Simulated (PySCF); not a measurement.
B(Cl)2(NCO) (CBCl2NO), SMILES O=C=NB(Cl)Cl.

Geometry: PBE-D3(BJ)/def2-SVP. This is a generated structure with no PubChem entry under its InChIKey; it may be hypothetical. Other conformers were not sampled.

All values below come from PBE/def2-TZVP run with PySCF.

Gas-phase values at a fixed geometry.

Estimate the frontier levels, gap, dipole moment and polarisability. (The exact figures need the calculation; the answer reports its results.)


The highest occupied level is -7.58 eV, the lowest empty level is -2.93 eV and the orbital gap is 4.65 eV. The dipole moment is 0.24 D. The quadrupole, principal values (traceless, Buckingham form, about the centre of nuclear charge) is -6.46, 2.38, 4.08 D·Å and the mean static polarisability comes out as 62.3 bohr³ (9.23 Å³). The polarisability, principal values is 36.0, 59.9, 91.0 bohr³.
